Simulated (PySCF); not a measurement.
CH₈ClFSi₃. Atoms are numbered in the order given.

```xyz
14

C      1.8419    -1.3836     1.0391
Si     1.4114    -0.0608    -0.2261
Cl     1.2654     1.8132     0.7288
Si    -0.7743    -0.3071    -1.0567
F     -1.0186    -1.8687    -1.5522
Si    -2.2706     0.2032     0.6934
H      2.8311    -1.1852     1.4984
H      1.0789    -1.4186     1.8420
H      1.8743    -2.3754     0.5422
H      2.4849     0.0484    -1.2742
H     -1.0174     0.5967    -2.2379
H     -1.8138    -0.4672     1.9619
H     -2.3100     1.6909     0.9068
H     -3.6538    -0.2877     0.3585
```

The structure is a stationary point at PBE-D3(BJ)/def2-SVP. The structure was generated by enumeration; whether it is a known compound was not checked. Other conformers were not sampled.

Calculation: PBE-D3(BJ)/def2-SVP (PySCF).

Frequencies are harmonic and unscaled.

Computed normal modes with their intensities:
| mode | ν (cm⁻¹) | IR (km/mol) | moving atoms (share of kinetic energy) |
|---|---|---|---|
| 1 | 28 | 1.3 | F 24 %, Si 24 %, Cl 19 %, C 17 %, H 15 % |
| 2 | 53 | 2.6 | Cl 39 %, Si 33 %, H 14 %, F 10 % |
| 3 | 78 | 2.3 | C 36 %, H 28 %, Si 27 %, F 8 % |
| 4 | 113 | 0.5 | H 87 % |
| 5 | 149 | 6.2 | F 37 %, Si 34 %, H 19 % |
| 6 | 151 | 1.6 | H 48 %, Cl 15 %, F 15 %, Si 13 %, C 8 % |
| 7 | 162 | 1.4 | H 60 %, F 17 %, Si 11 % |
| 8 | 200 | 2.8 | Si 29 %, Cl 24 %, F 19 %, H 15 %, C 12 % |
| 9 | 228 | 7.2 | Si 58 %, H 23 %, C 9 %, F 9 % |
| 10 | 367 | 1.8 | Si 75 %, H 19 % |
| 11 | 442 | 6.3 | Si 55 %, H 39 % |
| 12 | 469 | 3.5 | H 80 %, Si 16 % |
| 13 | 491 | 11.7 | Si 42 %, H 36 %, Cl 19 % |
| 14 | 511 | 39.7 | Si 49 %, H 28 %, Cl 21 % |
| 15 | 627 | 5.0 | H 86 %, C 9 % |
| 16 | 672 | 40.2 | H 73 %, C 14 %, Si 13 % |
| 17 | 690 | 183.8 | H 87 %, Si 9 % |
| 18 | 716 | 41.9 | H 38 %, Si 32 %, C 30 % |
| 19 | 768 | 53.7 | H 83 %, F 10 % |
| 20 | 790 | 92.4 | H 67 %, Si 13 %, C 12 % |
| 21 | 820 | 171.4 | H 65 %, Si 20 %, F 16 % |
| 22 | 848 | 68.8 | H 55 %, Si 23 %, F 17 % |
| 23 | 869 | 59.3 | H 66 %, Si 16 %, C 9 %, F 9 % |
| 24 | 896 | 31.5 | H 97 % |
| 25 | 903 | 47.1 | H 94 % |
| 26 | 1212 | 18.0 | H 79 %, C 21 % |
| 27 | 1372 | 5.0 | H 96 % |
| 28 | 1379 | 3.9 | H 96 % |
| 29 | 2141 | 62.8 | H 97 % |
| 30 | 2151 | 59.4 | H 99 % |
| 31 | 2158 | 110.1 | H 97 % |
| 32 | 2166 | 94.8 | H 96 % |
| 33 | 2177 | 63.3 | H 96 % |
| 34 | 2975 | 0.5 | H 97 % |
| 35 | 3078 | 0.4 | H 91 %, C 9 % |
| 36 | 3088 | 0.2 | H 91 %, C 9 % |
